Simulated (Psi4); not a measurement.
Interaction energy of H4Si ··· CS2 (SMILES [SiH4] and S=C=S). Monomers: optimised at B3LYP-D3(BJ) (def2-TZVP), held rigid. Orientation: lowest of the rigid-body minima from ten starts at GFN2-xTB. R is the distance of the centres of mass, along which the second monomer moves.

Levels of theory: PBE/def2-TZVP, counterpoise-corrected (Psi4); PBE-D3(BJ)/def2-TZVP, counterpoise-corrected (Psi4); B3LYP/def2-TZVP, counterpoise-corrected (Psi4); SAPT0/jun-cc-pVDZ, frozen core (Psi4).

Interaction energies in kcal/mol; the last columns give the difference from SAPT0:

```csv
R / Å,PBE/def2-TZVP,PBE-D3(BJ)/def2-TZVP,B3LYP/def2-TZVP,SAPT0/jun-cc-pVDZ,PBE/def2-TZVP − SAPT0/jun-cc-pVDZ,PBE-D3(BJ)/def2-TZVP − SAPT0/jun-cc-pVDZ,B3LYP/def2-TZVP − SAPT0/jun-cc-pVDZ
3.11,4.84,2.26,7.31,4.68,0.17,-2.42,2.63
3.36,1.71,-0.55,3.39,1.18,0.52,-1.73,2.20
3.57,0.49,-1.46,1.77,-0.11,0.60,-1.36,1.88
3.75,-0.01,-1.71,1.04,-0.59,0.58,-1.13,1.63
3.93,-0.25,-1.71,0.64,-0.76,0.51,-0.95,1.40
4.18,-0.35,-1.50,0.37,-0.75,0.40,-0.75,1.12
4.41,-0.33,-1.25,0.26,-0.65,0.31,-0.60,0.90
4.78,-0.24,-0.86,0.18,-0.45,0.21,-0.41,0.63
5.25,-0.13,-0.51,0.11,-0.27,0.14,-0.23,0.39
5.98,-0.04,-0.22,0.04,-0.13,0.09,-0.09,0.17
6.96,-0.01,-0.08,0.01,-0.05,0.05,-0.03,0.06
8.22,0.00,-0.03,0.00,-0.02,0.02,-0.01,0.02
```

PBE/def2-TZVP is furthest from SAPT0/jun-cc-pVDZ at 3.57 (0.60 kcal/mol, above); its mean absolute difference over the points is 0.30 kcal/mol.

PBE-D3(BJ)/def2-TZVP is furthest from SAPT0/jun-cc-pVDZ at 3.11 (-2.42 kcal/mol, below); its mean absolute difference over the points is 0.81 kcal/mol.

B3LYP/def2-TZVP is furthest from SAPT0/jun-cc-pVDZ at 3.11 (2.63 kcal/mol, above); its mean absolute difference over the points is 1.09 kcal/mol.
